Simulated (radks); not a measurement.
Problem. Species: the osmium ion Os4+. Configuration: [Xe] 4f14 5d4. Calculated with a radial shooting solver on a logarithmic mesh with Libxc functionals: scalar-relativistic Kohn-Sham, PBE, spin-polarised, spherical densities, finite nucleus; open shells are filled with parallel spins first (spin-orbit coupling, left out, can overturn this in heavy ions); Fermi nuclear charge, rms radius 5.4126 fm. Some entries of the table are withheld. Estimate them.

orbital,occ.,eigenvalue (hartree),<r> (bohr),<r^2> (bohr^2)
1s down,1,-2715.489,0.01774,0.0004336
1s up,1,-2715.489,0.01774,0.0004336
2s up,1,-474.3664,0.07491,0.006643
2s down,1,-474.3562,0.07491,0.006643
2p up,3,-413.3880,0.06728,0.005532
2p down,3,-413.3798,0.06728,0.005532
3s up,1,-111.6896,0.1939,0.04299
3s down,1,-111.6864,0.1939,0.04299
3p up,3,-93.77588,0.1945,0.04388
3p down,3,-93.77213,0.1945,0.04388
3d up,5,-73.73491,0.1762,0.03637
3d down,5,-73.72786,0.1762,0.03637
4s up,1,-24.90478,0.4318,0.2105
4s down,1,-24.89529,0.4319,0.2105
4p up,3,-19.02658,0.4594,0.2400
4p down,3,-19.01779,0.4594,0.2399
4d up,5,-11.72052,0.4890,0.2768
4d down,5,-11.71014,0.4888,0.2765
5s up,1,-5.06784,1.003,1.127
5s down,1,-4.98306,0.9957,1.111
4f up,7,-3.60423,0.5566,(1)
4f down,7,-3.58572,0.5531,(2)
5p up,3,-3.56201,1.152,1.496
5p down,3,-3.45389,1.144,1.476
5d up,4,-1.82110,1.532,2.683
5d down,0,-1.69399,1.539,2.718

Solution. 
(1) 4f up <r^2> (bohr^2): 0.3818
(2) 4f down <r^2> (bohr^2): 0.3758
